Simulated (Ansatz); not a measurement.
Geometry optimisation, RKS PBE0-D4/def2-SVP (Ansatz).

input.yaml

```yaml
crystal:
  periodic: [false, false, false]
  atoms:
    - { symbol: Ti, position_ang: [0.178584, 0.027595, -0.038659] }
    - { symbol: F, position_ang: [0.258502, -0.175027, 1.734995] }
    - { symbol: F, position_ang: [1.790885, 0.043969, -0.636315] }
    - { symbol: F, position_ang: [-0.544013, 1.530703, -0.484482] }
    - { symbol: F, position_ang: [-0.631773, -1.294667, -0.79828] }
    - { symbol: "N", position_ang: [-2.729928, -0.052603, 1.411575] }
    - { symbol: H, position_ang: [-2.773158, -0.768865, 0.690031] }
    - { symbol: H, position_ang: [-2.712425, 0.86346, 0.968488] }
    - { symbol: H, position_ang: [-1.855275, -0.174565, 1.954848] }
basis:
  gaussian: { orbitals: def2-SVP }
hamiltonian:
  xc: pbe0
  dispersion: d4
relax:
  f_tol: 0.03
  max_steps: 50
```

Launched with:

```bash
$ ansatz run input.yaml --threads 4 --pin off --max-ram 5120MiB --backend cpu --events-out ev --progress --plain --runs-dir out
```

Question: Where does it end, and by what steps?

Answer: The run converged. After 8 steps the energy has fallen by 0.827 eV; N6 moved furthest, 0.68 Å. Joined: Ti1–N6 (3.25 → 2.31 Å).

```
step  energy less start (eV)  largest force component (eV/Å)  accepted
   0                  0.0000                           1.400       yes
   1                 -0.0747                           0.919       yes
   2                 -0.0983                           0.821       yes
   3                 -0.1324                           0.510       yes
   4                 -0.2777                           1.096       yes
   5                 -0.5497                           1.545       yes
   6                 -0.8066                           0.734       yes
   7                 -0.8186                           0.230       yes
   8                 -0.8267                           0.026       yes
```

```xyz
9
Properties=species:S:1:pos:R:3
Ti -0.051 0.020 0.100
F 0.416 -0.204 1.772
F 1.532 0.054 -0.625
F -0.605 1.610 -0.379
F -0.711 -1.363 -0.748
N -2.154 -0.024 1.059
H -2.708 -0.790 0.677
H -2.650 0.848 0.879
H -2.088 -0.151 2.068
```

Whether the end is a true minimum wasn't checked by a vibrational analysis.

Time of the run: 23 s on 4 threads of Arm Neoverse V1 (shared host), peak memory 0.3 GiB.
